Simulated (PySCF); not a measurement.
# One molecule, several mistakes: B2CH7Si

All numbers below are calculated, not measured. The program is PySCF 2.14.0, an open-source quantum chemistry code, run on an isolated molecule that a program drew, which may never have been made. The molecule is B2CH7Si (charge 0, doublet), drawn as the SMILES string `B[CH]B[SiH3]`.

Each row is a Hartree-Fock (HF) and frozen-core CCSD(T) single point in the cc-pV(D+d)Z basis, meant for a local HF minimum. Run 1 is clean. Each other run has one planted mistake out of seven kinds, and not every kind appears here: one electron removed, one electron added, multiplicity raised by two, geometry at a saddle point, minimal basis STO-3G, one bond length entered in bohr, all coordinates scaled. The reference is restricted for singlets and unrestricted otherwise, and also for a bond in bohr. Adding or removing an electron swaps singlet and doublet. Electrons count all cores. HOMO and LUMO are orbital energies over both spins, the gradient is its largest component, and the lowest frequency (negative if imaginary) is given only where the gradient is small. Bond lengths are over the 10 bonds as drawn. T1 is the CCSD diagnostic: over 0.02 (restricted) or 0.045 (unrestricted) a single reference is doubtful.

Geometry of the clean run:
```xyz
11
B2CH7Si, angstrom
B    -1.0598    2.7486    2.1555
C     0.1919    2.3904    1.3141
B     0.3781    1.0801    0.5205
Si    0.1435   -0.7948    1.3146
H    -1.3115    3.8904    2.4271
H    -1.8039    1.8837    2.5330
H     0.9696    3.1487    1.2118
H     0.6851    1.1460   -0.6431
H    -0.1182   -0.7978    2.7746
H    -0.9843   -1.4848    0.6348
H     1.3789   -1.5823    1.0634
```

| run | electrons | basis functions | <S^2> | HOMO (eV) | LUMO (eV) | gradient (hartree/bohr) | lowest frequency (cm^-1) | mean bond (Å) | longest bond (Å) | T1 | HF (hartree) | CCSD(T) (hartree) | mistake |
|---|---|---|---|---|---|---|---|---|---|---|---|---|---|
| 1 | 37 | 100 | 0.766 | -9.95 | 0.26 | 1.8e-05 | 57 | 1.4298 | 2.050 | 0.0198 | -380.18082 | -380.64161 | no fault |
| 2 | 38 | 100 | 0.000 | -2.16 | 7.03 | 4.6e-02 | - | 1.4298 | 2.050 | 0.0153 | -380.20709 | -380.72064 | one electron added |
| 3 | 37 | 31 | 0.761 | -8.13 | 4.16 | 3.1e-02 | - | 1.4298 | 2.050 | 0.0166 | -375.75591 | -375.96323 | minimal basis STO-3G |
| 4 | 37 | 100 | 1.555 | -9.10 | 0.26 | 9.5e-03 | - | 1.5620 | 2.809 | 0.0401 | -380.07770 | -380.52811 | ? |

**Which mistake was planted in run 4, and what did it cost?**

The mean bond changes by a factor of 1.092 and the longest by 1.370, so the molecule wasn't scaled as a whole. A length L in bohr read as angstrom grows by (1/0.5292 - 1) L = 0.890 L. The 10 bonds together grew by 10 x 0.1322 = 1.322 Å, which gives L = 1.486 Å. That is the length of one of the H-Si bonds, 1.487 Å in the clean geometry. So the mistake is: one bond length entered in bohr. Subtracting run 1 and multiplying by 627.51 kcal/mol a hartree, the energy moved by 64.7 kcal/mol in HF and 71.2 kcal/mol in CCSD(T).

